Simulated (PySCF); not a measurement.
## Ionisation energy of Nb⁺ by level of theory

Nb⁺ [Kr] 4d4 (5D) → Nb²⁺ [Kr] 4d3 (4F), as a difference of total energies. Calculation: PySCF 2.14, in aug-cc-pVDZ-PP with ECP28MDF; a scalar-relativistic core potential. Correlated levels: valence: 4s2 4p6 frozen. The calculations carry no spin-orbit coupling.

| method | ionisation energy (eV) |
| --- | --- |
| UHF | 13.093 |
| MP2 (valence) | 13.541 |
| SCS-MP2 (valence) | 13.243 |
| CCSD (valence) | 13.633 |
| CCSD(T) (valence) | 13.640 |

**Question.** How much does correlation contribute at CCSD(T) (valence)?

**Answer.** 13.640 − (13.093) = 0.547 eV, measured against UHF.

The reference lies between the lowest fine-structure levels, while these numbers refer to the centres of the terms.

Errors of the correlated levels include the incompleteness of this basis and the frozen core.

For comparison: 14.32 eV (semi-empirical (NIST evaluation); NIST Atomic Spectra Database, ionization energies).
